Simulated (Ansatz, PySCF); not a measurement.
ClFH2O2Sn. Atoms are numbered in the order given.

```xyz
7

O      0.4149     1.9605     0.4125
Sn    -0.1397     0.1125     0.1234
O     -1.9806     0.0970    -0.5441
F     -0.1478    -0.8711     1.7792
Cl     1.3875    -0.9413    -1.2546
H     -0.3466     2.5194     0.6182
H     -2.4017    -0.7636    -0.4196
```

Geometry: PBE0-D3(BJ)/def2-SVP. The structure was generated by enumeration; whether it is a known compound was not checked. The def2 effective core potentials stand for the cores of Sn; spin–orbit coupling is left out. Other conformers were not sampled.

Vertical ionisation energy (IE) and electron affinity (EA) in eV. Rows of orbital energies are one-electron estimates. Where ΔSCF, EOM or ADC give a negative EA the extra electron is unbound and the value depends on the basis.

```csv
level,IE,EA
"−ε(HOMO), −ε(LUMO), r2SCAN/def2-TZVP (PySCF)",…,…
"−ε(HOMO), −ε(LUMO), PBE/def2-TZVP (PySCF)",7.98,3.64
"ΔSCF, CAM-B3LYP/def2-SVPD (Ansatz), final states of multiplicity 2 and 2",12.30,1.14
"ΔSCF, PBE/def2-SVPD (Ansatz), final states of multiplicity 2 and 2",11.17,1.21
```

Fill in the missing entries. (An estimate is asked for; the answer gives what the named calculation found.)


- −ε(HOMO), −ε(LUMO), r2SCAN/def2-TZVP (PySCF), IE: 8.42
- −ε(HOMO), −ε(LUMO), r2SCAN/def2-TZVP (PySCF), EA: 3.43

What vertical singlet–triplet gap does ΔSCF give with CAM-B3LYP/def2-SVPD (Ansatz, a program for electronic structure) and with PBE/def2-SVPD (Ansatz)? (The exact figures need the calculation; the answer reports its results.)

5.40 and 4.38 eV (triplet above singlet where positive).
